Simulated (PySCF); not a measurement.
Cu(NH3)Br (singlet state).
Geometry (PBE0-D3(BJ)/def2-SVP, Å), atoms numbered from 1 in this order:
```
atom  x, y, z in Å
Cu1   -0.006    0.005   -1.124
N2     0.000   -0.003    0.827
H3    -0.412    0.846    1.220
H4     0.946   -0.070    1.207
H5    -0.526   -0.789    1.212
Br6   -0.002    0.011   -3.342
```

Computed, not measured: PBE0-D3(BJ)/def2-SVP geometry optimisation, gas phase (PySCF 2.14.0).

(1) Which atoms are bound to Cu1, and at what distances?

(2) What is the shape at Cu1?

(3) What are the other bond lengths?

(4) What are the rotational constants (commonest isotopes, rigid rotor)?

Answers

(1) 2 atoms: N2 1.951 Å, Br6 2.219 Å. The nearest atom not counted as bound is H4, at 2.52 Å (others tie with it).

(2) Linear: angle 179.7°.

(3) N2–H3, N2–H4, N2–H5 1.021 Å.

(4) A = 186748, B = 1508, C = 1508 MHz: a prolate symmetric top.

Point group: C3v (tolerance 0.08 Å). Charge 0, singlet. Not checked by PBE0-D3(BJ)/def2-SVP frequencies.
